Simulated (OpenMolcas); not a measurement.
# W4+: moving or changing the point charges

W4+ among 6 point charges of -1.7 e arranged as a tetragonal octahedron (D4h), 1.99 Å from the ion, with the axial distance 2.109 Å.

```json
{
 "Program": "OpenMolcas 26.06",
 "Method": "SS-CASPT2, IPEA 0.25 Eh, imaginary shift 0.1 Eh (closed shells correlated: 4f 5s 5p)",
 "Basis": "ANO-RCC-VDZP [7s6p4d2f1g]",
 "Scalar Hamiltonian": "DKH2, point nucleus",
 "Active space": "2 electrons in 5 orbitals (5d)",
 "State averaging": "2S+1 = 3 even, 10 roots; 2S+1 = 1 even, 15 roots",
 "Spin-orbit coupling": "state interaction with AMFI integrals over the reference wave functions"
}
```

Runs around this geometry, states (labels of D4, the rotations of D4h). Energies in cm-1 above the lowest state or level, χT in cm3 K/mol.

| R (Å) | q (e) | Axial / equatorial distance | Ground state | First state of that spin | First gap with spin-orbit (degeneracies) | χT at 300 K | First state of another spin |
| --- | --- | --- | --- | --- | --- | --- | --- |
| 1.99 | -1.1 | 1.06 | 3A2 | 3E 870 | 550 (1, 1) | 0.064 | 1B2 9550 |
| 1.99 | -1.7 | 1.06 | 3A2 | 3E 1610 | 950 (1, 1) | 0.042 | 1B2 9420 |
| 2.14 | -1.7 | 1.06 | 3A2 | 3E 1250 | 760 (1, 1) | 0.055 | 1B2 9490 |
| 1.99 | -1.7 | 1.14 | 3A2 | 3E 3180 | 1280 (1, 2) | 0.036 | 1B2 9060 |

Taking the first state of the same spin as R^-n, n = -ln(1250 / 1610) / ln(2.14 / 1.99) = 3.5 between the shortest and longest distance.

Scaling the charges by -1.1 / -1.7 = 0.65 scales the first state of the same spin by 870 / 1610 = 0.54; with fixed orbitals a first-order splitting would follow the charge.

Free-ion shares, where given, are those of the reference states; single-state CASPT2 does not remix them. Spin-orbit coupling mixes the spin-free states strongly: the lowest level takes only 53 % from its leading state, 3A2 (figures for R = 1.99, q = -1.1, ratio = 1.06; the like holds for R = 1.99, q = -1.7, ratio = 1.06, R = 2.14, q = -1.7, ratio = 1.06, R = 1.99, q = -1.7, ratio = 1.14). Point charges carry no covalency, so the field is a model and not that of real ligands. No measured value stands beside these numbers.
